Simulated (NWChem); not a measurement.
SiH2OClF; SMILES Cl[SiH](O)F

```xyz
6

Si    -0.0035     0.4580     0.3725
O     -1.2888     1.2525    -0.2530
F      1.3736     1.0307    -0.2430
Cl    -0.0539    -1.5332    -0.1190
H     -0.0067     0.6517     1.8296
H     -1.4996     1.1414    -1.1853
```
Atoms are numbered in this order, from 1.

All runs: NWChem. The geometry was optimised at PBE0/def2-SVP. Vzz is the largest principal value of the second derivative of the potential at the nucleus (NWChem prints the opposite sign); η is the asymmetry. Non-relativistic.

For level Hartree-Fock/def2-SVP:

- Vzz O2 (a.u.): 1.486
- Vzz Cl4 (a.u.): 1.895

Task: How do the values read with level PBE/cc-pVTZ instead?

Result: The vzz O2 (a.u.) is 1.343 and the vzz Cl4 (a.u.) is 1.843.
